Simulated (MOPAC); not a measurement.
MOPAC input (PM7):

```
PM7 FORCE THERMO(298,298) PRECISE LET UHF MS=0.5 GEO-OK AUX(PRECISION=9) THREADS=1
I2Sb

Sb   -0.57621913 1   -0.46025930 1    0.82243856 1
I    -1.03984751 1    1.88944312 1   -0.38427577 1
I     1.59371453 1   -1.44703746 1   -0.40625977 1
```

From the output:

```
     I    3   1.731313   0.224899   1.845881

          HEAT OF FORMATION =      23.990455 KCALS/MOLE

          ZERO POINT ENERGY       0.702 KCAL/MOL

           NORMAL COORDINATE ANALYSIS (Total motion = 1 Angstrom)

   Root No.       1         2         3

                 1 A1      2 A1      1 B2

                  51.3     213.9     225.5

           1   -0.1839   -0.2299    0.3585
           2   -0.2389   -0.2987   -0.2759
           3    0.0000    0.0000    0.0000
           4   -0.1637    0.3113   -0.2738
           5    0.3085   -0.0115   -0.0000
           6   -0.0000    0.0000    0.0000
           7    0.3401   -0.0908   -0.0701
           8   -0.0793    0.2980    0.2647
           9    0.0000   -0.0000   -0.0000

           MASS-WEIGHTED COORDINATE ANALYSIS (NORMAL COORDINATES)

   Root No.       1         2         3

                 1 A1      2 A1      1 B2

                  51.3     213.9     225.5

           1   -0.3130   -0.3917    0.5967
           2   -0.4067   -0.5090   -0.4592
           3    0.0000    0.0000    0.0000
           4   -0.2845    0.5416   -0.4653
           5    0.5361   -0.0199   -0.0000
           6   -0.0000    0.0000    0.0000
           7    0.5911   -0.1580   -0.1192
           8   -0.1377    0.5185    0.4498
           9    0.0000   -0.0000   -0.0000

          DESCRIPTION OF VIBRATIONS

 VIBRATION          1    1A1         ATOM PAIR     ENERGY CONTRIBUTION    RADIAL
 FREQUENCY            51.32         Sb1 -- I 3         +50.0% (109.9%)      0.1%
 TRANSITION DIPOLE   1.1786         Sb1 -- I 2         +50.0% (109.9%)      0.1%
 TRAVEL (Ang.)       0.1751
 REDUCED MASS       42.8769
 EFFECTIVE MASS    125.6375
 FORCE CONSTANT      0.0665

 VIBRATION          2    2A1         ATOM PAIR     ENERGY CONTRIBUTION    RADIAL
 FREQUENCY           213.86         Sb1 -- I 3         +50.0% ( 75.6%)     78.5%
 TRANSITION DIPOLE   2.8011         Sb1 -- I 2         +50.0% ( 75.6%)     78.5%
 TRAVEL (Ang.)       0.0860
 REDUCED MASS       42.6171
 EFFECTIVE MASS    124.7657
 FORCE CONSTANT      1.1484

 VIBRATION          3    1B2         ATOM PAIR     ENERGY CONTRIBUTION    RADIAL
 FREQUENCY           225.55         Sb1 -- I 3         +50.0% ( 82.0%)     84.2%
 TRANSITION DIPOLE   4.6628         Sb1 -- I 2         +50.0% ( 82.0%)     84.2%
 TRAVEL (Ang.)       0.0765
 REDUCED MASS       51.0351
 EFFECTIVE MASS    123.9690
 FORCE CONSTANT      1.5297

      SYMMETRY NUMBER FOR POINT-GROUP C2v =  2

          SYSTEM IS A GROUND STATE

 I2Sb

          MOLECULE IS NOT LINEAR

          THERE ARE  3 GENUINE VIBRATIONS IN THIS SYSTEM
          THIS THERMODYNAMICS CALCULATION IS LIMITED TO
          MOLECULES WHICH HAVE NO INTERNAL ROTATIONS

                    CALCULATED THERMODYNAMIC PROPERTIES
                                          *
   TEMP. (K)   PARTITION FUNCTION   H.O.F.    ENTHALPY  HEAT CAPACITY ENTROPY
                                   KCAL/MOL   CAL/MOLE    CAL/K/MOL  CAL/K/MOL

 298.00  VIB.     0.1067D+02                  1187.1531     5.5987     8.6876
         ROT.     0.7088D+06                   888.2803     2.9808    29.7510
         INT.     0.7560D+07                  2075.4334     8.5795    38.4386
         TRA.     0.7036D+28                  1480.4672     4.9680    43.6601
         TOT.                       23.990    3555.9005    13.5475    82.0987

   *: NOTE: HEATS OF FORMATION ARE RELATIVE TO THE
            ELEMENTS IN THEIR STANDARD STATE AT 298K
              (=  Standard Enthalpy of Formation).

            Hvib:  Zero-point energy is not included.
                   frequencies of less than zero cm-1 are not included.
            Hrot = (3/2)RT
            Htra = (3/2)RT + pV = (5/2)RT

            Heat capacity is Cp, not Cv

          For more information, see: HTTP://OpenMOPAC.net/Manual/thermochemistry.html

           FORCE CONSTANT IN CARTESIAN COORDINATES (Millidynes/A)

    ATOM   CHEMICAL       X               Y               Z
   NUMBER   SYMBOL  FORCE CONSTANT  FORCE CONSTANT  FORCE CONSTANT

      1      Sb        1.821248        1.650702        0.000565
      2       I        1.842761        0.057761        0.000147
      3       I        0.207995        1.692526        0.000147

 **********************
 *                    *
 * JOB ENDED NORMALLY *
 *                    *
 **********************

 == MOPAC DONE ==
```
